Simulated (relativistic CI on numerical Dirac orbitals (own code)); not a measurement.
Mo XXIV: sensitivity of the levels to the model

Base calculation: Dirac-Coulomb-Breit CI, orbitals from a KLI potential per configuration, QED by a radiative potential, unscaled Slater integrals.

Configurations in the expansion (outside the closed core [Ne]): 3s2.3p6.3d, 3s2.3p5.3d2, 3s.3p6.3d2, 3s2.3p6.4s, 3s2.3p6.4p, 3s2.3p6.4d, 3s2.3p6.4f, 3s2.3p5.3d.4s, 3s2.3p5.3d.4p, 3p6.3d3, 3p5.3d4. Double excitations out of closed p, d and f shells are left out; levels of such configurations are missing from the list, as are those of other unlisted configurations, and high levels can miss mixing partners. These lack a partner that the ground configuration has and come out too high: 3s2.3p5.3d.4s, 3s2.3p5.3d.4p.

The lowest level and the first level of each name with at least 55 % of one term (blank where a level has no safe partner in the second run):

| Level | Base (cm⁻¹) | Shift (cm⁻¹) |
| --- | --- | --- |
| 3s2.3p6.3d 2D_3/2 | 0 | 0 |
| 3s2.3p6.3d 2D_5/2 | 36895 | -36895 |
| 3s2.3p5.3d2 4D°_1/2 | 906930 | -41820 |
| 3s2.3p5.3d2 4D°_3/2 | 915601 | -50491 |
| 3s2.3p5.3d2 4D°_5/2 | 934152 | -69042 |
| 3s2.3p5.3d2 4G°_9/2 | 974431 | -62890 |
| 3s2.3p5.3d2 4G°_11/2 | 985468 | -73926 |
| 3s2.3p5.3d2 4P°_5/2 | 996552 | -71490 |
| 3s2.3p5.3d2 4P°_3/2 | 1005792 |  |
| 3s2.3p5.3d2 4P°_1/2 | 1030391 | -105329 |
| 3s2.3p5.3d2 2D°_5/2 | 1036435 |  |
| 3s2.3p5.3d2 4F°_9/2 | 1036610 | -95537 |
| 3s2.3p5.3d2 2F°_7/2 | 1054883 | -96602 |
| 3s2.3p5.3d2 2H°_11/2 | 1058112 | -58069 |
| 3s2.3p5.3d2 2P°_1/2 | 1079369 | -98178 |
| 3s2.3p5.3d2 2S°_1/2 | 1236033 | -155866 |
| 3s.3p6.3d2 4F_3/2 | 1891472 | -236383 |
| 3s.3p6.3d2 4F_5/2 | 1904080 | -248990 |
| 3s.3p6.3d2 4F_7/2 | 1923036 | -267946 |
| 3s.3p6.3d2 4F_9/2 | 1943775 | -288686 |
| 3s.3p6.3d2 4P_1/2 | 1966534 | -253646 |
| 3s.3p6.3d2 4P_3/2 | 1976919 | -264030 |

At this charge energies of transitions that change n are usually good to better than 1 %, and those within a shell (Δn = 0) to a few per cent.

Task: One thing was changed in a second run, which moved the levels as shown. Which?
A. configuration mixing switched off
B. non-relativistic limit
C. Breit term removed
D. QED terms removed

Result: B. Non-relativistic limit. Without relativity the fine structure collapses and s electrons lose their extra binding.

LS names give the leading component of a level, which can be under half, so a name can repeat, a term be missing and a line seem to break the LS rules.
